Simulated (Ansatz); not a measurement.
This geometry of CH6AlNS (10 atoms, charge 0, multiplicity 1) is a first-order saddle point.

Method: Ansatz 0.2.0, RKS PBE-D4/def2-SVP.

```xyz
10
Properties=species:S:1:pos:R:3
C -1.410 0.836 -0.249
Al 0.376 0.088 0.042
N 0.610 -1.333 1.093
S 2.220 0.948 -0.888
H -1.727 0.687 -1.303
H -1.414 1.932 -0.071
H -2.179 0.376 0.406
H -0.135 -1.838 1.580
H 1.518 -1.752 1.308
H 2.144 0.056 -1.918
```

(1) Which two structures does it join? (They come from a converged band through this point; their orientation in space is the band's.)

(2) How far does it lie above each of them?

## Answers

(1) No bond is made or broken. The dihedral N3–Al2–S4–H10 goes from 0 to -180°.

Initial state:

```xyz
10
Properties=species:S:1:pos:R:3
C -1.396 1.047 0.165
Al 0.268 0.063 -0.143
N 0.533 -1.587 0.485
S 1.880 1.021 -1.322
H -1.986 1.124 -0.773
H -1.191 2.085 0.502
H -2.039 0.563 0.927
H -0.154 -2.102 1.041
H 1.366 -2.164 0.353
H 2.718 -0.050 -1.235
```

Final state:

```xyz
10
Properties=species:S:1:pos:R:3
C -1.190 0.960 0.097
Al 0.394 -0.181 -0.094
N 0.500 -1.797 0.654
S 2.170 0.439 -1.264
H -1.728 1.057 -0.869
H -0.916 1.986 0.419
H -1.907 0.553 0.840
H -0.233 -2.222 1.226
H 1.293 -2.437 0.577
H 1.617 1.641 -1.588
```

(2) 0.119 eV above the first and 0.131 eV above the second. This is the barrier of this one path; another mechanism may lie lower.

Time of the run: 68 s on 2 threads of Arm Neoverse V2 (shared host), peak memory 0.12 GiB.
